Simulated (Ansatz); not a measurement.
Pd₃H₄. The state is a triplet with charge 0. Geometry PBE-D4/def2-TZVPD, that of the charge -1 doublet; atoms count from 1.

```xyz
7

Pd   -0.033   -0.043   -1.170
Pd    0.813   -1.025    1.263
Pd    0.309    1.625    0.979
H    -0.034    0.241    1.954
H    -0.327   -0.930   -2.470
H    -0.639    1.507   -0.384
H    -0.089   -1.375   -0.174
```

In the def2 sets Pd takes a core potential; there is no spin–orbit coupling. At PBE0-D4/def2-TZVPD a singlet of charge 0 lies 0.20 eV below the triplet at the same geometry. Another isomer (doublet) lies 0.13 eV lower at PBE0-D4/def2-TZVPD.

Problem. Estimate the Mulliken populations from the PBE0/def2-TZVPD orbitals of Ansatz.

Solution. 
```tsv
atom	charge (e)	spin (α − β)	d electrons
Pd1	-0.47	0.44	9.04
Pd2	-0.23	0.63	9.17
Pd3	-0.24	0.52	9.21
H4	0.29	0.10	–
H5	0.14	0.08	–
H6	0.19	0.21	–
H7	0.32	0.02	–
```
Mulliken values depend strongly on the basis. With diffuse functions, as here, like atoms can get unlike values, and bond orders can come out too low or too high.

Problem. Where does the spin sit?

Solution. Summed by element: Pd 1.59, H 0.41, of 2 unpaired in all. Largest on single atoms: Pd2 0.63, Pd3 0.52, Pd1 0.44.

Problem. And the Mayer bond orders between heavy atoms (over 0.3)?

Solution. Pd1–Pd2 0.62 (2.76 Å); Pd1–Pd3 0.53 (2.74 Å); Pd2–Pd3 0.62 (2.71 Å).
